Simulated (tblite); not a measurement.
Species: C₆H₁₀O₂Si.
SMILES with atom numbers: `[CH3:1][C:2]#[C:3][SiH:4]1[O:5][CH2:6][CH2:7][CH2:8][O:9]1` (hydrogens: H10, H11, H12 on C1; H13 on Si4; H14, H15 on C6; H16, H17 on C7; H18, H19 on C8)

Computed with GFN2-xTB (tblite), gas phase: L-BFGS steps from a force-field or distance-geometry start until the largest atomic force falls under 0.01 eV/Å.

Step 27: E = -757.4073 eV
```
atom  x, y, z in Å  |  force x, y, z in eV/Å
C1      3.8862    0.4583    0.0565    0.009  -0.005  -0.010
C2      2.6261   -0.2442   -0.0235   -0.021  -0.001   0.010
C3      1.5731   -0.8261   -0.0955    0.019  -0.011   0.002
Si4    -0.1447   -1.4645    0.1227    0.029   0.011   0.010
O5     -0.8179   -0.6933    1.4084   -0.050   0.006  -0.033
C6     -1.1782    0.6402    1.1734   -0.039   0.012  -0.001
C7     -2.2483    0.7907    0.0758   -0.019  -0.025  -0.029
C8     -2.2628   -0.3856   -0.9154   -0.025  -0.022  -0.017
O9     -0.9929   -0.9258   -1.1760   -0.002   0.025   0.071
H10     4.1931    0.8063   -0.9282    0.005  -0.004  -0.037
H11     3.7732    1.3184    0.7166    0.024   0.010  -0.001
H12     4.6577   -0.1956    0.4597    0.015  -0.030  -0.001
H13    -0.3566   -2.8580    0.4684    0.039   0.013  -0.037
H14    -0.2829    1.2065    0.8902   -0.006  -0.005   0.005
H15    -1.5482    1.0456    2.1181   -0.031   0.001   0.046
H16    -3.2371    0.8507    0.5340    0.007   0.016  -0.061
H17    -2.0597    1.7200   -0.4643   -0.004  -0.017   0.039
H18    -2.9169   -1.1771   -0.5339    0.013  -0.012   0.075
H19    -2.6730   -0.0572   -1.8748    0.038   0.035  -0.030
```

Step 28: E = -757.4084 eV
```
atom  x, y, z in Å  |  force x, y, z in eV/Å
C1      3.8880    0.4572    0.0547   -0.008  -0.017  -0.013
C2      2.6270   -0.2453   -0.0256   -0.020  -0.011   0.008
C3      1.5729   -0.8259   -0.0950    0.055   0.011   0.006
Si4    -0.1451   -1.4617    0.1249    0.052  -0.007  -0.001
O5     -0.8199   -0.6925    1.4099   -0.055   0.012  -0.030
C6     -1.1823    0.6405    1.1750   -0.013   0.018   0.005
C7     -2.2494    0.7908    0.0745   -0.024   0.000  -0.006
C8     -2.2608   -0.3861   -0.9158   -0.047  -0.009  -0.012
O9     -0.9902   -0.9240   -1.1753   -0.005   0.034   0.064
H10     4.1953    0.8046   -0.9314   -0.006  -0.003   0.006
H11     3.7694    1.3163    0.7168    0.055  -0.008  -0.031
H12     4.6600   -0.1978    0.4580   -0.012  -0.001  -0.008
H13    -0.3532   -2.8560    0.4663    0.030   0.000  -0.027
H14    -0.2871    1.2086    0.8936   -0.012  -0.010   0.014
H15    -1.5535    1.0435    2.1208   -0.035   0.004   0.030
H16    -3.2384    0.8529    0.5328    0.010   0.003  -0.081
H17    -2.0593    1.7211   -0.4641   -0.005  -0.032   0.037
H18    -2.9126   -1.1782   -0.5317    0.006  -0.010   0.060
H19    -2.6707   -0.0588   -1.8761    0.032   0.028  -0.020
```

Task: Estimate the geometry and energy of step 29. (The exact step hangs on the optimiser's Hessian estimate; all steps are aligned on step 28, rigid shifts and turns removed.)

Result: E = -757.4095 eV, largest force 0.100 eV/Å
```
atom  x, y, z in Å  |  force x, y, z in eV/Å
C1      3.8899    0.4558    0.0525   -0.014  -0.022  -0.014
C2      2.6281   -0.2462   -0.0275   -0.004  -0.014   0.005
C3      1.5734   -0.8261   -0.0947    0.071   0.023   0.009
Si4    -0.1443   -1.4590    0.1272    0.054  -0.017  -0.007
O5     -0.8227   -0.6916    1.4106   -0.051   0.010  -0.015
C6     -1.1872    0.6412    1.1769    0.009   0.016   0.014
C7     -2.2509    0.7907    0.0730   -0.021   0.025   0.020
C8     -2.2593   -0.3867   -0.9164   -0.049   0.007   0.004
O9     -0.9875   -0.9216   -1.1731   -0.004   0.037   0.034
H10     4.1975    0.8027   -0.9347   -0.015  -0.003   0.041
H11     3.7668    1.3140    0.7163    0.081  -0.022  -0.054
H12     4.6623   -0.2000    0.4560   -0.033   0.022  -0.015
H13    -0.3493   -2.8540    0.4637    0.023  -0.017  -0.015
H14    -0.2920    1.2109    0.8972   -0.020  -0.014   0.025
H15    -1.5597    1.0411    2.1242   -0.036   0.004   0.002
H16    -3.2401    0.8555    0.5300   -0.006  -0.010  -0.086
H17    -2.0590    1.7218   -0.4632   -0.002  -0.031   0.019
H18    -2.9081   -1.1794   -0.5280   -0.006  -0.006   0.034
H19    -2.6676   -0.0600   -1.8780    0.022   0.011  -0.002
```

The energy changes by -0.0011 eV. The first-order estimate −F·Δx gives -0.0015 eV and the mean of the old and new forces, exact on a quadratic surface, -0.0011 eV. The step makes an angle of 67° with the force vector and moves no atom by more than 0.007 Å.

What follows is the cost of the whole relaxation. The run took 1.8 s wall on an Arm Neoverse N1 with one thread, no GPU, shared host.
